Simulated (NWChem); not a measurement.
Program: NWChem. System: IIn, charge 0, spin multiplicity 1, at a geometry optimised with B3LYP/def2-SVP with def2 effective core potentials on In, I. The structure started from a generated list of species. Level: EOM-CCSD/def2-SVPD with def2 effective core potentials on In, I, 8 core orbitals frozen.

Input file:

```
start mol
memory heap 100 mb stack 700 mb global 1900 mb
geometry units angstroms nocenter noautoz
  In     0.000000     0.000000    -1.466047
  I      0.000000     0.000000     1.355402
  symmetry group C2v
end
basis spherical
  * library def2-svpd
end
ecp
  In library def2-ecp
  I library def2-ecp
end
scf
  rhf
  nopen 0
  maxiter 100
  thresh 1e-7
  semidirect memsize 60000000 filesize 0
end
tce
  freeze core 8
  ccsd
  nroots 1
  2eorb
  2emet 13
  thresh 1e-5
  maxiter 200
  tilesize 24
end
task tce energy
```

Output (cleaned and shortened):

```
             Northwest Computational Chemistry Package (NWChem) 7.3.0
             --------------------------------------------------------

                                NWChem Input Module
                                -------------------

 Scaling coordinates for geometry "geometry" by  1.889725989
 (inverse scale =  0.529177249)

 Turning off AUTOSYM since
 SYMMETRY directive was detected!

                             Geometry "geometry" -> ""
                             -------------------------

 Output coordinates in angstroms (scale by  1.889725989 to convert to a.u.)

  No.       Tag          Charge          X              Y              Z
 ---- ---------------- ---------- -------------- -------------- --------------
    1 In                  49.0000     0.00000000     0.00000000    -1.46604700
    2 I                   53.0000     0.00000000     0.00000000     1.35540200

 Effective nuclear repulsion energy (a.u.)     487.0806864318

            Nuclear Dipole moment (a.u.)
            ----------------------------
        X                 Y               Z
 ---------------- ---------------- ----------------
     0.0000000000     0.0000000000     0.0000056692

      Symmetry information
      --------------------

 Group name             C2v
 Group number             16
 Group order               4
 No. of unique centers     2

      Symmetry unique atoms

     1    2


 Summary of "ao basis" -> "" (spherical)
 ------------------------------------------------------------------------------
       Tag                 Description            Shells   Functions and Types
 ---------------- ------------------------------  ------  ---------------------
 *                         def2-svpd                  on all atoms

 Summary of "ao basis" -> "ao basis" (spherical)
 ------------------------------------------------------------------------------
       Tag                 Description            Shells   Functions and Types
 ---------------- ------------------------------  ------  ---------------------
 In                        def2-svpd                12       32   5s4p3d
 I                         def2-svpd                13       35   5s5p3d

                                 NWChem SCF Module
                                 -----------------

  ao basis        = "ao basis"
  functions       =    67
  atoms           =     2
  closed shells   =    23
  open shells     =     0
  charge          =   0.00
  wavefunction    = RHF
  use symmetry    = T
  symmetry adapt  = T

 Summary of "ao basis" -> "ao basis" (spherical)
 ------------------------------------------------------------------------------
       Tag                 Description            Shells   Functions and Types
 ---------------- ------------------------------  ------  ---------------------
 In                        def2-svpd                12       32   5s4p3d
 I                         def2-svpd                13       35   5s5p3d

      Symmetry analysis of basis
      --------------------------

        a1         31
        a2          6
        b1         15
        b2         15

 Forming initial guess at       0.1s

      Superposition of Atomic Density Guess
      -------------------------------------

 Sum of atomic energies:        -565.17537081

      Non-variational initial energy
      ------------------------------

 Total energy =    -485.854570
 1-e energy   =   -1048.909658
 2-e energy   =     464.588642
 HOMO         =      -0.267101
 LUMO         =      -0.002122

      Symmetry analysis of molecular orbitals - initial
      -------------------------------------------------

 !! scf_movecs_sym_adapt:   42 vectors were symmetry contaminated

  Symmetry fudging

 !! scf_movecs_sym_adapt:   40 vectors were symmetry contaminated

  Numbering of irreducible representations:

     1 a1          2 a2          3 b1          4 b2

  Orbital symmetries:

     1 a1          2 a1          3 b2          4 b1          5 a1
     6 a1          7 b2          8 b1          9 a1         10 b2
    11 b1         12 a2         13 a1         14 a1         15 b1
    16 b2         17 a2         18 a1         19 a1         20 a1
    21 b1         22 b2         23 a1         24 b1         25 b2
    26 a1         27 a1         28 a1         29 b1         30 b2
    31 a1         32 a2         33 b1

 Starting SCF solution at       0.4s

 ----------------------------------------------
         Quadratically convergent ROHF

 Convergence threshold     :          1.000E-07
 Maximum no. of iterations :          100
 Final Fock-matrix accuracy:          1.000E-09
 ----------------------------------------------

              iter       energy          gnorm     gmax       time
             ----- ------------------- --------- --------- --------
                 1     -485.9271266222  4.16D-01  1.12D-01      0.4
                 2     -485.9524218614  1.19D-01  2.74D-02      0.4
                 3     -485.9540496523  7.61D-03  2.55D-03      0.4
                 4     -485.9540667342  6.53D-05  1.77D-05      0.4
                 5     -485.9540667352  6.62D-09  1.84D-09      0.5

       Final RHF  results
       ------------------

         Total SCF energy =   -485.954066735241
      One-electron energy =  -1049.862907773295
      Two-electron energy =    465.442394993896
 Nuclear repulsion energy =     98.466446044157

        Time for solution =      0.1s

       Symmetry analysis of molecular orbitals - final
       -----------------------------------------------

  Numbering of irreducible representations:

     1 a1          2 a2          3 b1          4 b2
[...]
 CCSD total energy / hartree       =      -486.161335669157836

 Singles contributions

 Doubles contributions

 Ground-state symmetry is a1

 =========================================
 Excited-state calculation ( a1  symmetry)
 =========================================
 Dim. of EOMCC iter. space      500

 EOMCCSD SOLVER TYPE  1
  maxdiff =   0.36010397518427750

 No. of initial right vectors    2

 EOM-CCSD right-hand side iterations
 --------------------------------------------------------------
      Residuum       Omega / hartree  Omega / eV    Cpu    Wall
 --------------------------------------------------------------

 Iteration   1 using    2 trial vectors
   0.3851153301124   0.2567105776022    6.98545     0.7     0.7

 Iteration   2 using    3 trial vectors
   0.0931575597253   0.1690148400956    4.59913     0.3     0.3

 Iteration   3 using    4 trial vectors
   0.0375847127684   0.1632096302051    4.44116     0.3     0.3

 Iteration   4 using    5 trial vectors
   0.0157851638291   0.1619819016079    4.40775     0.3     0.3

 Iteration   5 using    6 trial vectors
   0.0064424770262   0.1615497683359    4.39599     0.3     0.3

 Iteration   6 using    7 trial vectors
   0.0027325234652   0.1614995440534    4.39463     0.3     0.3

 Iteration   7 using    8 trial vectors
   0.0013252330303   0.1614937230529    4.39447     0.3     0.3

 Iteration   8 using    9 trial vectors
   0.0005538045651   0.1614895484460    4.39436     0.3     0.3

 Iteration   9 using   10 trial vectors
   0.0002359738067   0.1614901993999    4.39437     0.3     0.3

 Iteration  10 using   11 trial vectors
   0.0001063365896   0.1614892125170    4.39435     0.3     0.3

 Iteration  11 using   12 trial vectors
   0.0000498299914   0.1614895496260    4.39436     0.3     0.3

 Iteration  12 using   13 trial vectors
   0.0000204245848   0.1614897936422    4.39436     0.3     0.3

 Iteration  13 using   14 trial vectors
   0.0000084339041   0.1614898560085    4.39436     0.3     0.3
 --------------------------------------------------------------
 Iterations converged
 ------------------

 Excited state root  1
 Excitation energy / hartree =        0.161489856008451
                   / eV      =        4.394364437977931
 largest EOMCCSD amplitudes: R1 and R2

 Singles contributions
    24b1  (alpha) ---    21b1  (alpha)        0.6342645546
    33b1  (alpha) ---    21b1  (alpha)       -0.1045353978
    25b2  (alpha) ---    22b2  (alpha)       -0.6342645546
    34b2  (alpha) ---    22b2  (alpha)       -0.1045353978

 Doubles contributions
    24b1  (alpha)    24b1  (beta ) ---    21b1  (alpha)    21b1  (beta )       -0.1068546237
    25b2  (alpha)    25b2  (beta ) ---    22b2  (alpha)    22b2  (beta )        0.1068546237

 =========================================
 Excited-state calculation ( a2  symmetry)
 =========================================
 Dim. of EOMCC iter. space      500

 EOMCCSD SOLVER TYPE  1
  maxdiff =   0.36010397518427700

 No. of initial right vectors    2

 EOM-CCSD right-hand side iterations
 --------------------------------------------------------------
      Residuum       Omega / hartree  Omega / eV    Cpu    Wall
 --------------------------------------------------------------

 Iteration   1 using    2 trial vectors
   0.3837788781831   0.2567105776022    6.98545     0.7     0.7

 Iteration   2 using    3 trial vectors
   0.0923627128576   0.1690889975905    4.60115     0.3     0.3

 Iteration   3 using    4 trial vectors
   0.0376469604504   0.1632680451590    4.44275     0.3     0.3

 Iteration   4 using    5 trial vectors
   0.0156264987053   0.1619871345239    4.40790     0.3     0.3

 Iteration   5 using    6 trial vectors
   0.0064280063207   0.1615403801063    4.39574     0.3     0.3

 Iteration   6 using    7 trial vectors
   0.0027251122605   0.1614950817099    4.39451     0.3     0.3

 Iteration   7 using    8 trial vectors
   0.0013207941899   0.1614954070731    4.39452     0.3     0.3

 Iteration   8 using    9 trial vectors
   0.0005501933181   0.1614906181983    4.39439     0.3     0.3

 Iteration   9 using   10 trial vectors
   0.0002346159959   0.1614899413231    4.39437     0.3     0.3

 Iteration  10 using   11 trial vectors
   0.0001060852884   0.1614890633578    4.39434     0.3     0.3

 Iteration  11 using   12 trial vectors
   0.0000495937832   0.1614896107215    4.39436     0.3     0.3

 Iteration  12 using   13 trial vectors
   0.0000204187959   0.1614898211188    4.39436     0.3     0.3

 Iteration  13 using   14 trial vectors
   0.0000083971164   0.1614898495998    4.39436     0.3     0.3
 --------------------------------------------------------------
 Iterations converged
 ------------------

 Excited state root  1
 Excitation energy / hartree =        0.161489849599772
                   / eV      =        4.394364263588828
 largest EOMCCSD amplitudes: R1 and R2

 Singles contributions
    24b1  (alpha) ---    22b2  (alpha)       -0.6339629399
    33b1  (alpha) ---    22b2  (alpha)        0.1044856835
    25b2  (alpha) ---    21b1  (alpha)       -0.6339629399
    34b2  (alpha) ---    21b1  (alpha)       -0.1044856835

 Doubles contributions

 =========================================
 Excited-state calculation ( b1  symmetry)
 =========================================
 Dim. of EOMCC iter. space      500

 EOMCCSD SOLVER TYPE  1
  maxdiff =   0.33053528905487245

 No. of initial right vectors    1

 EOM-CCSD right-hand side iterations
 --------------------------------------------------------------
      Residuum       Omega / hartree  Omega / eV    Cpu    Wall
 --------------------------------------------------------------

 Iteration   1 using    1 trial vectors
   0.3407078787375   0.2148812830763    5.84722     0.4     0.4

 Iteration   2 using    2 trial vectors
   0.0919216279861   0.1524323179763    4.14790     0.3     0.3

 Iteration   3 using    3 trial vectors
   0.0415120198150   0.1467981241516    3.99458     0.3     0.3

 Iteration   4 using    4 trial vectors
   0.0217883419661   0.1448981690394    3.94288     0.3     0.3

 Iteration   5 using    5 trial vectors
   0.0088558462920   0.1442690702338    3.92576     0.3     0.3

 Iteration   6 using    6 trial vectors
   0.0035159234021   0.1441921553069    3.92367     0.3     0.3

 Iteration   7 using    7 trial vectors
   0.0018896812337   0.1441770602398    3.92326     0.3     0.3

 Iteration   8 using    8 trial vectors
   0.0011700122351   0.1441744907869    3.92319     0.3     0.3

 Iteration   9 using    9 trial vectors
   0.0006454702266   0.1441789973169    3.92331     0.3     0.3

 Iteration  10 using   10 trial vectors
   0.0003537721398   0.1441789830795    3.92331     0.3     0.3

 Iteration  11 using   11 trial vectors
   0.0001906095592   0.1441792757589    3.92332     0.3     0.3

 Iteration  12 using   12 trial vectors
   0.0000924611892   0.1441783824439    3.92330     0.3     0.3

 Iteration  13 using   13 trial vectors
   0.0000373108905   0.1441781655164    3.92329     0.3     0.3

 Iteration  14 using   14 trial vectors
   0.0000141078003   0.1441780994346    3.92329     0.3     0.3

 Iteration  15 using   15 trial vectors
   0.0000062520039   0.1441780849597    3.92329     0.3     0.3
 --------------------------------------------------------------
 Iterations converged
 ------------------

 Excited state root  1
 Excitation energy / hartree =        0.144178084959739
                   / eV      =        3.923286978778923
 largest EOMCCSD amplitudes: R1 and R2

 Singles contributions
    24b1  (alpha) ---    20a1  (alpha)       -0.1078606554
    24b1  (alpha) ---    23a1  (alpha)        0.9022200495
    33b1  (alpha) ---    23a1  (alpha)       -0.1301196910

 Doubles contributions

 =========================================
 Excited-state calculation ( b2  symmetry)
 =========================================
 Dim. of EOMCC iter. space      500

 EOMCCSD SOLVER TYPE  1
  maxdiff =   0.33053528905487295

 No. of initial right vectors    1

 EOM-CCSD right-hand side iterations
 --------------------------------------------------------------
      Residuum       Omega / hartree  Omega / eV    Cpu    Wall
 --------------------------------------------------------------

 Iteration   1 using    1 trial vectors
   0.3407078787375   0.2148812830763    5.84722     0.4     0.4

 Iteration   2 using    2 trial vectors
   0.0919216279861   0.1524323179763    4.14790     0.3     0.3

 Iteration   3 using    3 trial vectors
   0.0415120198150   0.1467981241516    3.99458     0.3     0.3

 Iteration   4 using    4 trial vectors
   0.0217883419661   0.1448981690394    3.94288     0.3     0.3

 Iteration   5 using    5 trial vectors
   0.0088558462920   0.1442690702338    3.92576     0.3     0.3

 Iteration   6 using    6 trial vectors
   0.0035159234021   0.1441921553069    3.92367     0.3     0.3

 Iteration   7 using    7 trial vectors
   0.0018896812337   0.1441770602398    3.92326     0.3     0.3

 Iteration   8 using    8 trial vectors
   0.0011700122351   0.1441744907869    3.92319     0.3     0.3

 Iteration   9 using    9 trial vectors
   0.0006454702266   0.1441789973169    3.92331     0.3     0.3

 Iteration  10 using   10 trial vectors
   0.0003537721398   0.1441789830795    3.92331     0.3     0.3

 Iteration  11 using   11 trial vectors
   0.0001906095592   0.1441792757589    3.92332     0.3     0.3

 Iteration  12 using   12 trial vectors
   0.0000924611892   0.1441783824439    3.92330     0.3     0.3

 Iteration  13 using   13 trial vectors
   0.0000373108905   0.1441781655164    3.92329     0.3     0.3

 Iteration  14 using   14 trial vectors
   0.0000141078003   0.1441780994346    3.92329     0.3     0.3

 Iteration  15 using   15 trial vectors
   0.0000062520039   0.1441780849597    3.92329     0.3     0.3
 --------------------------------------------------------------
 Iterations converged
 ------------------

 Excited state root  1
 Excitation energy / hartree =        0.144178084959740
                   / eV      =        3.923286978778950
 largest EOMCCSD amplitudes: R1 and R2

 Singles contributions
    25b2  (alpha) ---    20a1  (alpha)       -0.1078606554
    25b2  (alpha) ---    23a1  (alpha)        0.9022200495
    34b2  (alpha) ---    23a1  (alpha)        0.1301196910

 Doubles contributions

 Task  times  cpu:       23.8s     wall:       23.8s

 Total times  cpu:       23.8s     wall:       23.8s
```
